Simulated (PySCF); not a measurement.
Input file for PySCF: R-HF/3-21G on CH6GaN (SMILES C[NH][GaH2]), a point of a torsion scan.

```python
from pyscf import gto, scf, dft, mp
from pyscf.data.elements import chemcore

mol = gto.M(
    atom='''
    C    -1.29094505    0.25288348    0.23713566
    N    -0.08088023   -0.51118068   -0.06156479
    Ga    1.54258277    0.18526897   -0.46144568
    H    -2.09018728    0.04154844   -0.48086868
    H    -1.04827195    1.31797666    0.17777017
    H    -1.66472316    0.04078209    1.24432254
    H    -0.26310720   -1.50883756   -0.01753582
    H     1.67714044    1.72984557   -0.49381402
    H     2.71613690   -0.78415001   -0.75160466
    ''',
    basis='3-21g',
    charge=0, spin=0, verbose=3, max_memory=1800)
mf = scf.RHF(mol)
mf.conv_tol = 1e-8
mf.max_cycle = 100
mf.kernel()
if not mf.converged:
    mf = mf.newton().run(mf.mo_coeff, mf.mo_occ)
```

Task: Predict the final total energy.

Result: -2009.1210 hartree.
